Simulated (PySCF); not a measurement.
# Computed properties of 1,1-dichloroprop-1-ene (C3H4Cl2), SMILES CC=C(Cl)Cl

1,1-dichloroprop-1-ene (C3H4Cl2), SMILES CC=C(Cl)Cl. Geometry: B3LYP-D3(BJ)/def2-SVP. One conformer was computed; it need not be the lowest. All values are computed for the isolated molecule unless a solvent is named; none is compared with measurement here.

**Structure.** The optimised structure has Cs symmetry. All 21 harmonic modes at B3LYP-D3(BJ)/def2-SVP (PySCF) are real, so it is a minimum. With heavy atoms numbered as in [CH3:1][CH:2]=[C:3]([Cl:4])[Cl:5], the shortest bond between them is C2–C3 at 1.338 Å and the longest C3–Cl4 at 1.742 Å.

**Vibrations.** The strongest infrared lines (harmonic, unscaled, degenerate partners summed) lie at 871 cm⁻¹ (121 km/mol, C 67 %, H 23 %, Cl 10 %), 985 cm⁻¹ (49 km/mol, C 57 %, H 41 %), 1707 cm⁻¹ (28 km/mol, C 94 %). The softest mode is at 116 cm⁻¹ and the zero-point energy is 38.6 kcal/mol.

**Electronic structure.** PBE0/def2-TZVP (PySCF) places the frontier levels at -7.18 and -0.31 eV, a gap of 6.87 eV, and gives a dipole moment of 1.94 D and a mean polarisability of 61.9 bohr³. PBE/def2-TZVP (PySCF) at the same geometry gives -6.02 and -1.27 eV, so its gap is 2.12 eV narrower. An orbital gap is neither the optical nor the fundamental gap.

**Excitations.** TDA-CAM-B3LYP/def2-SVPD (PySCF) has S1 at 6.05 eV (205 nm, f = 0.000, dark); the most intense of the 10 singlets computed lies at 6.86 eV (f = 0.48). T1 (TDA) is at 3.92 eV, 2.13 eV under S1. TDA-PBE/def2-SVPD (PySCF) puts S1 at 5.28 eV. No vertical singlet excitation falls in the visible range (under 3.1 eV).

**NMR.** GIAO shifts at KT2/pcSseg-1 (PySCF) (non-relativistic, atoms alike by connectivity averaged): ¹³C from 20.7 to 136.5 ppm against TMS; ¹H from 2.2 to 5.9 ppm against TMS. Without spin–orbit terms, shifts of atoms bonded to Cl or Br come out too high.

**Solvation.** SMD-B3LYP/6-31G* (PySCF) gives 0.4 kcal/mol in water, -3.6 kcal/mol in tetrahydrofuran, -3.3 kcal/mol in 1-octanol (1 M in both phases, gas-phase geometry).
